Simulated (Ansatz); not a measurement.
`CB(O)CN` + `N[SiH2]C=O` → `CN[SiH2]C=O` + `NCBO`  (substitution at a C–B bond)

Isolated molecules relaxed with PBE0-D4/def2-TZVP in Ansatz; ΔE leaves out vibrations. CCSD(T)/CBS adds triple-zeta CCSD(T) − MP2 to the extrapolated MP2 energy (def2 sets, frozen cores). This one scheme is used for every species. DFT in def2-TZVPP. Each species was taken in one conformer, which may not be the lowest.

```tsv
level	ΔE (kcal/mol)
r2SCAN-D4	18.0
MP2/CBS(def2)	17.8
```

Task: What does CCSD(T)/CBS give? (Estimate.)

Result: Computed: +17.2 kcal/mol. The listed levels differ from it by 0.8, 0.6 kcal/mol.

Largest T1 diagnostic among the species: 0.014.

From PBE to PBE0 (25 % exact exchange), in def2-TZVPP and without D4, ΔE moves by +0.7 kcal/mol.
